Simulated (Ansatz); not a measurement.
Start from `CNBCN` and change one atom or group to get `CNBCBr`.

Ansatz, PBE0-D4/def2-TZVP geometries, multiplicity 1. Each molecule was computed in one conformer, which needn't be the lowest.

Scalar relativity is left out up to krypton. Spin–orbit coupling is left out; it splits and shifts lone-pair levels of the heavy atoms by tenths of an eV.

```tsv
property	`CNBCN`
LUMO energy (PBE0/def2-TZVPP) / eV	0.44
HOMO energy (PBE0/def2-TZVPP) / eV	-6.49
HOMO energy (ωB97M-V/def2-TZVPP) / eV	-8.91
LUMO energy (ωB97M-V/def2-TZVPP) / eV	2.13
HOMO–LUMO gap (B3LYP/def2-TZVPP) / eV	6.44
size of the dipole moment (PBE/def2-TZVPP) / D	2.61
```

What does the change do to each property? (Best estimate.)

Ansatz gave: 
```csv
property,`CNBCBr`,shift
LUMO energy (PBE0/def2-TZVPP) / eV,-0.58,-1.02
HOMO energy (PBE0/def2-TZVPP) / eV,-7.46,-0.97
HOMO energy (ωB97M-V/def2-TZVPP) / eV,-9.70,-0.79
LUMO energy (ωB97M-V/def2-TZVPP) / eV,1.35,-0.78
HOMO–LUMO gap (B3LYP/def2-TZVPP) / eV,6.40,-0.04
size of the dipole moment (PBE/def2-TZVPP) / D,2.85,0.24
```

With PBE0 the HOMO falls by 0.97 eV and the LUMO falls by 1.02 eV, so the gap narrows by about 0.05 eV. PBE moves the HOMO by -1.19 eV and ωB97M-V by -0.79 eV. Dipoles are sizes alone; their direction can turn.

B3LYP here is the variant with VWN-RPA as its local correlation; programs differ in this.
